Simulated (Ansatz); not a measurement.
One change: `NC[SiH2]S[SiH3]` becomes `C[SiH2]S[SiH3]`.

Ansatz, PBE0-D4/def2-TZVP geometries, multiplicity 1. Each molecule was computed in one conformer, which needn't be the lowest.

```tsv
property	`NC[SiH2]S[SiH3]`
size of the dipole moment (PBE/def2-TZVPP) / D	0.68
LUMO energy (PBE0/def2-TZVPP) / eV	-0.10
HOMO–LUMO gap (B3LYP/def2-TZVPP) / eV	6.17
LUMO energy (PBE/def2-TZVPP) / eV	-0.95
HOMO–LUMO gap (PBE0/def2-TZVPP) / eV	6.58
size of the dipole moment (B3LYP/def2-TZVPP) / D	0.78
```

Q: What does the change do to each property? (Estimate.)

A: The calculation gave: 
```csv
property,`C[SiH2]S[SiH3]`,shift
size of the dipole moment (PBE/def2-TZVPP) / D,1.08,0.40
LUMO energy (PBE0/def2-TZVPP) / eV,0.11,0.21
HOMO–LUMO gap (B3LYP/def2-TZVPP) / eV,7.06,0.89
LUMO energy (PBE/def2-TZVPP) / eV,-0.74,0.21
HOMO–LUMO gap (PBE0/def2-TZVPP) / eV,7.47,0.89
size of the dipole moment (B3LYP/def2-TZVPP) / D,1.06,0.28
```

With PBE0 the HOMO falls by 0.68 eV and the LUMO rises by 0.21 eV, so the gap widens by about 0.89 eV. PBE moves the HOMO by -0.84 eV and ωB97M-V by -0.55 eV. Dipoles are sizes alone; their direction can turn.

B3LYP here is the variant with VWN-RPA as its local correlation; programs differ in this.
